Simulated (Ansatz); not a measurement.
Computed with Ansatz on PBE0-D4/def2-TZVP structures; ΔE is electronic, products minus reactants. CBS: MP2 limit from def2 TZ/QZ plus the TZ coupled-cluster correction, frozen cores. DFT in def2-TZVPP. B3LYP here is the variant with VWN-RPA as its local correlation; programs differ in this. One conformer a species, not always the lowest.

`C#C[SiH2]CCl` + `[CH3][AlH][SiH3]` → `C#C[SiH2][AlH][SiH3]` + `CCCl`  (formal exchange of groups at the Si–C bond)

(1) Is it downhill or uphill in electronic energy at CCSD(T)/CBS, and by how much? (An estimate is asked.)

(2) What do these levels give: PBE-D4, PBE0-D4, ωB97M-V, B2PLYP, r2SCAN, PBE0, B3LYP, SCS-MP2/def2-TZVPP, HF/def2-QZVPP, MP2/def2-QZVPP, MP2/CBS(def2), CCSD/CBS(def2)? (Best estimate.)

Largest T1 diagnostic among the species: 0.015.

Results:

(1) The calculation gave: Uphill: ΔE = +4.4 kJ/mol.

(2) The calculation gave: PBE-D4 -23.9, PBE0-D4 -18.2, ωB97M-V 4.6, B2PLYP 10.8, r2SCAN -15.7, PBE0 -15.2, B3LYP 11.7, SCS-MP2/def2-TZVPP 14.3, HF/def2-QZVPP 40.2, MP2/def2-QZVPP 7.2, MP2/CBS(def2) 7.9, CCSD/CBS(def2) 13.1 kJ/mol.

From PBE to PBE0 (25 % exact exchange), in def2-TZVPP and without D4, ΔE moves by +5.3 kJ/mol. In def2-TZVPP, CCSD(T) changes the Hartree–Fock value by −37.2 kJ/mol (the triples alone add −8.7 kJ/mol) and MP2 by −33.7 kJ/mol. The D4 term adds −5.8 kJ/mol with B3LYP and −3.0 kJ/mol with PBE0; it sums over pairs of atoms, weighted by their polarisabilities, and B3LYP, whose exchange is more repulsive, gets the larger term.
